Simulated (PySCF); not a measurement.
Calculation: PBE-D3(BJ)/def2-TZVP // BP86-D3(BJ)/def2-SVP (PySCF 2.14.0). Isolated molecules, 0 K electronic values unless said otherwise. One relaxed conformer stands for a flexible species; it need not be the lowest. 

Reference species: [Mo(F)6] (neutral, multiplicity 1).

```json
{
 "coordination_number": "6",
 "HOMO": "-10.68 eV"
}
```

Changed species: [Mo(F)4(NH2)2] (2 of 6 F replaced by NH2; the reference has 0 of 6 F replaced by NH2).

Problem. Give the shifts of the coordination number and HOMO.

Solution. the coordination number is nearly the same; the HOMO rises by 3.30 eV, to -7.38 eV.
